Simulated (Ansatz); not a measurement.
Start from `[F][Ga]([F])[SeH]` and change one element to get `[OH][Ga]([F])[F]`.

Ansatz, PBE0-D4/def2-TZVP geometries, multiplicity 1. Each molecule was computed in one conformer, which needn't be the lowest.

Outer-core shells of Ga, Se are correlated without core-valence functions. Scalar relativity is left out up to krypton. Spin–orbit coupling is left out.

```csv
property,`[F][Ga]([F])[SeH]`
LUMO energy (B3LYP/def2-TZVPP) / eV,-2.10
HOMO energy (PBE0/def2-TZVPP) / eV,-8.17
HOMO energy (PBE/def2-TZVPP) / eV,-6.98
vertical ionisation energy (CCSD(T)/def2-TZVPP) / eV,10.48
HOMO energy (ωB97M-V/def2-TZVPP) / eV,-10.32
HOMO energy (B3LYP/def2-TZVPP) / eV,-7.93
```

(1) Give the same properties after the change, and the shifts. (An estimate is asked.)

Results:

(1) Computed: 
```csv
property,`[OH][Ga]([F])[F]`,shift
LUMO energy (B3LYP/def2-TZVPP) / eV,-2.20,-0.10
HOMO energy (PBE0/def2-TZVPP) / eV,-9.99,-1.82
HOMO energy (PBE/def2-TZVPP) / eV,-8.24,-1.26
vertical ionisation energy (CCSD(T)/def2-TZVPP) / eV,12.83,2.35
HOMO energy (ωB97M-V/def2-TZVPP) / eV,-12.49,-2.17
HOMO energy (B3LYP/def2-TZVPP) / eV,-9.73,-1.80
```

B3LYP here is the variant with VWN-RPA as its local correlation; programs differ in this.
